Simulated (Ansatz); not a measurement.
Abridged output of a molecular run in Ansatz:

```
Functional definition: HF
1160 factors; integrals over basis functions are off by at most 1.2e-3 eV
mean field evaluation 1: about -23263.3037 eV, gradient 4.5e1 eV
mean field evaluation 2: about -23263.3562 eV, gradient 4.5e1 eV
mean field evaluation 4: about -23267.4592 eV, gradient 3.3e0 eV
mean field evaluation 8: about -23267.5037 eV, gradient 2.3e-1 eV
mean field -23267.50385399 eV, -855.0649953535 hartree, gradient 2.8e-6 eV, S^2 0.000000; 0 other end points of the search recorded, 0 dependent functions left out
14 core orbitals not correlated: weight in the atoms' cores, before any rotation towards them, 1.000 or more for the frozen orbitals, at most 0.000 for the correlated occupied ones
reference -23267.50385399 eV, -855.0649953535 hartree; 18, 18 occupied and 90, 90 virtual orbitals, 1160 factors
second order -22.28559218 eV of doubles, -0.00000000 eV of singles
cycle   1  -22.95442548 eV  change   -6.7e-1 eV  update   1.1e-1
cycle   2  -23.57459192 eV  change   -6.2e-1 eV  update   3.2e-2
cycle   3  -23.71930502 eV  change   -1.4e-1 eV  update   1.6e-2
cycle   4  -23.70878041 eV  change    1.1e-2 eV  update   3.2e-3
cycle   5  -23.70797927 eV  change    8.0e-4 eV  update   1.1e-3
cycle   6  -23.70827544 eV  change   -3.0e-4 eV  update   2.8e-4
cycle   7  -23.70807031 eV  change    2.1e-4 eV  update   8.4e-5
cycle   8  -23.70801861 eV  change    5.2e-5 eV  update   2.6e-5
cycle   9  -23.70802513 eV  change   -6.5e-6 eV  update   8.6e-6
perturbative correction -0.50094777 eV, -0.0184094908 hartree
Total energy: -23291.71282689 eV, -855.9546586982 hartree
```

Its atoms:

Cartesian coordinates in Å:
```
F 0.069 -1.374 -0.202
B 0.002 -0.046 -0.006
O -1.184 0.584 -0.127
Si -2.709 0.060 -0.497
O 1.121 0.635 0.311
Si 2.697 0.181 0.532
H -3.580 1.256 -0.483
H -3.170 -0.921 0.516
H -2.720 -0.566 -1.842
H 3.232 -0.425 -0.712
H 3.448 1.412 0.864
H 2.794 -0.793 1.647
```

(1) Which basis set was used?
A. def2-SVP
B. def2-TZVPPD
C. cc-pV(T+d)Z
D. cc-pV(Q+d)Z

(2) Write the keys of the input that set method, charge and spin (a neutral closed shell needs none for the last two).

Answers

(1) A. It gives 122 functions.

(2) 
```yaml
correlation: {method: ccsd_t}
```
